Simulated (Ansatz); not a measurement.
Abridged output of a molecular run in Ansatz:

```
Functional definition: HF
1574 factors; integrals over basis functions are off by at most 8.9e-4 eV
mean field evaluation 1: about -62702.3193 eV, gradient 4.5e1 eV
mean field evaluation 2: about -62702.5604 eV, gradient 4.6e1 eV
mean field evaluation 4: about -62706.8295 eV, gradient 4.8e0 eV
mean field evaluation 8: about -62706.9152 eV, gradient 5.3e-1 eV
mean field evaluation 16: about -62706.9170 eV, gradient 2.1e-6 eV
mean field -62706.91697236 eV, -2304.4366944595 hartree, gradient 2.1e-6 eV, S^2 0.000000; 0 other end points of the search recorded, 0 dependent functions left out
13 core orbitals not correlated: weight in the atoms' cores, before any rotation towards them, 1.000 or more for the frozen orbitals, at most 0.000 for the correlated occupied ones
reference -62706.91697236 eV, -2304.4366944595 hartree; 20, 20 occupied and 223, 223 virtual orbitals, 1574 factors
second order -28.79475514 eV of doubles, -0.00000000 eV of singles
cycle   1  -28.47251838 eV  change    3.2e-1 eV  update   1.3e-1
cycle   2  -29.28533963 eV  change   -8.1e-1 eV  update   3.9e-2
cycle   3  -29.45688499 eV  change   -1.7e-1 eV  update   2.0e-2
cycle   4  -29.43497946 eV  change    2.2e-2 eV  update   4.9e-3
cycle   5  -29.43296793 eV  change    2.0e-3 eV  update   2.2e-3
cycle   6  -29.43398242 eV  change   -1.0e-3 eV  update   6.4e-4
cycle   7  -29.43366444 eV  change    3.2e-4 eV  update   2.6e-4
cycle   8  -29.43358478 eV  change    8.0e-5 eV  update   8.8e-5
cycle   9  -29.43363887 eV  change   -5.4e-5 eV  update   3.2e-5
cycle  10  -29.43364915 eV  change   -1.0e-5 eV  update   1.3e-5
perturbative correction -1.18280479 eV, -0.0434672744 hartree
Total energy: -62737.53342630 eV, -2305.5618283892 hartree
```

Its atoms:

Z-matrix (Å, degrees):
```
C
Ge 1 1.978
C 1 1.485 2 110.9
H 1 1.089 2 107.6 3 119.2
H 1 1.090 2 107.6 3 -121.8
H 2 1.535 1 109.5 3 62.1
H 2 1.534 1 109.3 3 -58.8
H 2 1.536 1 107.8 3 -178.5
O 3 1.348 1 112.1 2 -88.0
O 3 1.202 1 125.7 2 90.3
H 9 0.967 3 106.3 1 177.9
```

Q: Which basis set was used?
A. def2-SVP
B. def2-TZVPP
C. def2-TZVPPD
D. cc-pV(D+d)Z

A: B. It gives 256 functions.

Q: Write the keys of the input that set method, charge and spin (a neutral closed shell needs none for the last two).

A: 
```yaml
correlation: {method: ccsd_t}
```
